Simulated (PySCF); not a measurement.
The dipole of `O=C([Si@@H]1O[C@H](C=C)C1)N` from its density and from atomic charges.

Coordinates (GFN2-xTB, Å) and charges (e) from the PBE0/pcSseg-1 density (PySCF):

```csv
atom,x,y,z,Mulliken,IAO,Hirshfeld,ESP-fitted
C1,-2.999,0.850,0.675,-0.1236,-0.3092,-0.0940,-0.3925
C2,-1.700,0.630,0.602,-0.1606,-0.1374,-0.0440,-0.2128
C3,-1.052,-0.268,-0.392,+0.0527,+0.0939,+0.0434,+0.3599
C4,-0.330,-1.474,0.236,-0.4837,-0.5676,-0.1697,-0.5757
Si5,1.187,-0.804,-0.708,+0.9238,+1.0741,+0.4324,+0.5236
C6,2.723,-0.078,0.177,+0.1343,+0.1748,+0.0785,+0.5949
N7,2.575,1.168,0.677,-0.3764,-0.4951,-0.1693,-0.8513
O8,3.759,-0.703,0.285,-0.4182,-0.4814,-0.2949,-0.5503
O9,0.069,0.386,-1.020,-0.6136,-0.6864,-0.2593,-0.5192
H10,-3.689,0.394,-0.015,+0.1149,+0.1484,+0.0482,+0.1675
H11,-3.427,1.485,1.431,+0.1206,+0.1566,+0.0506,+0.1840
H12,-1.013,1.093,1.298,+0.0975,+0.1415,+0.0441,+0.1636
H13,-1.756,-0.562,-1.173,+0.1183,+0.1387,+0.0448,+0.0888
H14,-0.733,-2.433,-0.069,+0.1476,+0.1590,+0.0449,+0.1671
H15,-0.315,-1.428,1.322,+0.1463,+0.1567,+0.0409,+0.1633
H16,1.568,-1.591,-1.876,-0.0848,-0.1319,-0.0689,-0.0840
H17,1.755,1.707,0.459,+0.2151,+0.2840,+0.1309,+0.3696
H18,3.367,1.635,1.094,+0.1898,+0.2811,+0.1413,+0.4035
```

**Question.** Form Σ q r in debye for every column and set it beside the full dipole.

**Answer.** The full density gives (-2.73, 1.26, 0.97) D, 3.16 D in size; dipole vectors point from the negative to the positive end.

```tsv
scheme	μx	μy	μz	size (D)	share of the full size (%)	angle to the full dipole (°)
Mulliken	-3.78	-0.64	0.55	3.88	123	35
IAO	-2.55	-0.04	0.77	2.66	84	25
Hirshfeld	-1.88	0.96	0.47	2.16	68	6
ESP-fitted	-2.75	1.26	0.98	3.18	101	0
```

**Question.** Which set comes closest?

**Answer.** Length of the difference vector: ESP-fitted 0.03 D, Hirshfeld 1.03 D, IAO 1.33 D, Mulliken 2.22 D. Closest: ESP-fitted. 

**Question.** What is left for the Hirshfeld atoms' own dipoles?

**Answer.** The shares of the density sum to the whole, so what Σ q r misses lies in dipoles about the nuclei. The atomic dipoles sum to (-2.73, 1.26, 0.97) − (-1.88, 0.96, 0.47) = (-0.85, 0.30, 0.50) D, 1.03 D in size.

**Question.** With the origin at the mean of the coordinates, (0.000, 0.000, 0.167) Å, which are the largest single terms, by size, of the ESP-fitted dipole along the direction of the full one?

**Answer.** O8 +9.23, C6 -6.80, N7 +6.54, C1 -5.82, Si5 -4.06 D; all 18 atoms together +3.18 D. The single terms depend on the origin, their sum doesn't.

**Question.** Give the size of the full dipole in other units.

**Answer.** 3.16 D = 1.243 au = 0.658 e·Å = 10.54 × 10⁻³⁰ C·m.

Geometry: GFN2-xTB, one conformer, isolated molecule.

The values belong to the conformer `[CH2:1]=[CH:2][C@@H:3]1[CH2:4][Si@H:5]([C:6]([NH2:7])=[O:8])[O:9]1`: C1–C2–C3–C4 -117°, C4–Si5–C6–N7 -76°, H–N7–C6–Si5 -9°, H–N7–C6–Si5 -175°.
